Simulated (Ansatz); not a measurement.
MoNCl₃, relaxed as a singlet with RKS B3LYP-D4/def2-SVP in Ansatz, starting from the GFN2-xTB geometry. Force threshold 0.02 eV/Å.

In the def2 sets Mo takes a core potential; there is no spin–orbit coupling. The restricted singlet is unstable towards broken spin symmetry in Hartree–Fock (as tested in another run); at B3LYP-D4/def2-SVP this wasn't settled.

Start:

```
atom   x (Å)   y (Å)   z (Å)
 Mo1   0.007   0.000   0.001
  N2   1.640  -0.376  -0.324
 Cl3  -1.077  -1.865  -0.277
 Cl4  -0.538   1.524  -1.453
 Cl5  -0.031   0.718   2.053
```

Problem. Estimate the energy that the relaxation releases and the steps that it takes.

Solution. 0.42 eV, in 5 steps; 11 s on 4 threads of Arm Neoverse V1 on a shared host. No frequencies were taken in this run, so the end may be a saddle point.

Problem. Does the start keep its bonding and symmetry?

Solution. By distances, no bond broke or formed. The bond that changes most is Mo1–Cl5, from 2.17 to 2.27 Å (atoms count from 1). Point group C3v at the start, C3v at the end, both within 0.05 Å.

Problem. Predict the relaxed structure.

Solution. 
```xyz
5

Mo    0.0397   -0.0091   -0.0079
N     1.5947   -0.3638   -0.3144
Cl   -1.0969   -1.9516   -0.2917
Cl   -0.5324    1.5835   -1.5184
Cl   -0.0051    0.7410    2.1323
```
Bond lengths: 3 × Cl–Mo 2.27 Å; 1 × Mo–N 1.62 Å.
